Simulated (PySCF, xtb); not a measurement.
C₄H₇BO, SMILES C#CCB(C)O. Other conformers were not sampled.

Harmonic wavenumbers (cm⁻¹) from GFN2-xTB (xtb 6.7.1) at its own minimum, in rising order: 23, 56, 109, 263, 286, 342, 352, 478, 619, 634, 666, 737, 778, 865, 894, 943, 1011, 1113, 1144, 1228, 1339, 1389, 1431, 1492, 1493, 2284, 2948, 2968, 3021, 3037, 3059, 3395, 3518.

What does B3LYP-D3(BJ)/def2-SVP run with PySCF give at its own minimum? (The exact figures need the calculation; the answer reports its results.)

25, 79, 134, 291, 328, 384, 400, 537, 647, 681, 697, 737, 788, 845, 925, 978, 1009, 1161, 1175, 1271, 1331, 1403, 1404, 1441, 1460, 2211, 3018, 3021, 3058, 3085, 3129, 3469, 3708. Paired by order, the mean absolute difference is 41 cm⁻¹ and the zero-point energies are 62.8 and 64.1 kcal/mol.
